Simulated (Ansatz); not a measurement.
Li2Al2⁻, relaxed as a doublet with UKS PBE-D4/def2-TZVPD in Ansatz, starting from the GFN1-xTB geometry. Force threshold 0.02 eV/Å.

The highest occupied level of the charge -1 doublet lies above zero (up to 0.46 eV). By energy differences its removal costs 1.27 eV (vertical, to the charge 0 singlet, at PBE-D4/def2-TZVPD); a positive level beside a positive removal energy at the same level points to self-interaction error. The relaxation made no stability test and no search for a lower SCF solution. The structure comes from a short search, and lower isomers may exist.

Start:

```xyz
4

Li    0.389   -0.246   -1.038
Li   -0.385    0.249    1.037
Al    1.598   -2.219   -0.768
Al   -1.603    2.216    0.770
```

Q: Estimate the energy that the relaxation releases and the steps that it takes.

A: 2.91 eV, in 23 steps; 33 s on 4 threads of Intel Xeon Platinum 8259CL on a shared host. The force fell under the threshold at step 7, but the optimiser went on and released 1.358 eV more. No frequencies were taken in this run, so the end may be a saddle point.

Q: Does the start keep its bonding and symmetry?

A: Bonds formed: Li1–Al4, Li2–Al3, Al3–Al4 (atoms count from 1). Metal–metal contacts that move far: Li1–Li2 2.27 to 3.05 Å. Point group C2h at the start, C2v at the end, both within 0.05 Å.

Q: Predict the relaxed structure.

A: 
Cartesian coordinates in Å:
```
Li 0.855 0.867 -1.311
Li 0.680 0.150 1.648
Al -0.053 -1.520 -0.371
Al -1.482 0.504 0.035
```
Bond lengths (bridged metal pairs left out): 4 × Al–Li 2.72 Å; 1 × Li–Li 3.05 Å; 1 × Al–Al 2.51 Å.
